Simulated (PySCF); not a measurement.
B(CCH)(OH)2 (C₂H₃BO₂), SMILES C(#C)B(O)O. Atoms are numbered in the order given.

```xyz
8

B      0.0000     0.0000    -0.5066
C      0.0000     0.0000     1.0446
C      0.0000     0.0000     2.2612
H      0.0000     0.0000     3.3369
O      0.0000     1.1584    -1.2100
H      0.0000     1.9314    -0.6392
O      0.0000    -1.1584    -1.2100
H      0.0000    -1.9314    -0.6392
```

The structure is a stationary point at PBE0-D3(BJ)/def2-SVP. Other conformers were not sampled.

All values below come from PySCF with PBE0-D3(BJ)/def2-SVP.

No scaling factor is applied to the harmonic values.

```tsv
mode	ν (cm⁻¹)	IR (km/mol)	moving atoms (share of kinetic energy)
1	162	0.5	C 38 %, O 37 %, H 20 %
2	236	0.2	C 68 %, H 14 %, O 10 %
3	423	1.2	O 52 %, C 29 %, H 15 %
4	495	0.0	H 85 %, O 15 %
5	512	35.9	C 61 %, O 21 %, H 14 %
6	557	160.1	H 91 %, B 9 %
7	670	121.8	B 66 %, C 15 %, O 11 %
8	728	32.7	H 75 %, C 25 %
9	738	0.8	O 53 %, C 29 %, B 13 %
10	759	31.5	H 75 %, C 25 %
11	1008	252.3	H 77 %, O 22 %
12	1011	46.7	H 79 %, O 16 %
13	1349	476.0	B 62 %, O 26 %, H 9 %
14	1503	310.2	B 73 %, O 22 %
15	2195	53.8	C 89 %, H 9 %
16	3476	47.4	H 86 %, C 14 %
17	3940	194.8	H 94 %
18	3942	6.0	H 94 %
```
